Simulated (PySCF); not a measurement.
C4H5 (SMILES [CH]=CC=C), doublet, geometry from GFN2-xTB. Base run: PySCF with SCAN/6-31G.

PySCF was given this input:
```python
from pyscf import gto, scf, dft

mol = gto.Mole()
mol.atom = '''
    C     0.60085967    1.81351297    0.01556469
    C     0.61610420    0.51445077    0.00328056
    C    -0.56525911   -0.35580246   -0.00191456
    C    -0.48769899   -1.67890196   -0.01458395
    H    -0.11254112    2.60487760    0.02484085
    H     1.56076214   -0.02055891   -0.00416798
    H    -1.52208225    0.14758648    0.00526689
    H     0.45913300   -2.19376719   -0.02184815
    H    -1.36930637   -2.29769393   -0.01817201
'''
mol.basis = '6-31g'
mol.spin = 1
mol.verbose = 3
mol.build()

mf = dft.UKS(mol)
mf.xc = 'scan'
mf.kernel()
mf.analyze()
```

Variants of this job, named by their change:

| change | ΔE vs base (mEh) | grid points | electrons on the grid | outcome |
|---|---|---|---|---|
| base | 0.000 | 105512 | 28.99999 | converged |
| grids.level = 5 | 0.843 | 289616 | 29.00000 | converged |
| grids.atom_grid = (50, 194) | 0.995 | 59416 | 28.99997 | converged |
| grids.radi_method = mura_knowles | 0.118 | 100112 | 28.99999 | converged |
| grids.prune = off | 0.001 | 166104 | 28.99999 | converged |
| grids.prune = dft.gen_grid.treutler_prune | 0.003 | 90824 | 28.99999 | converged |
| grids.radi_method = gauss_chebyshev | 0.966 | 102528 | 28.99999 | converged |
| grids.level = 4 | 0.828 | 192976 | 29.00000 | converged |
| grids.becke_scheme = stratmann | 0.001 | 105512 | 28.99999 | converged |
| grids.level = 0 | -11.735 | 7448 | 29.01975 | another SCF solution |
| grids.atom_grid = (30, 110) | 11.347 | 22152 | 29.00113 | converged |

A guess, shift, damping, solver or small numerical setting can't move a converged solution much, so rows marked as another SCF solution ended in a different state.

Open shells are given as the SCF converged; they aren't shown to be the lowest states, and a large step between rows can be another state.
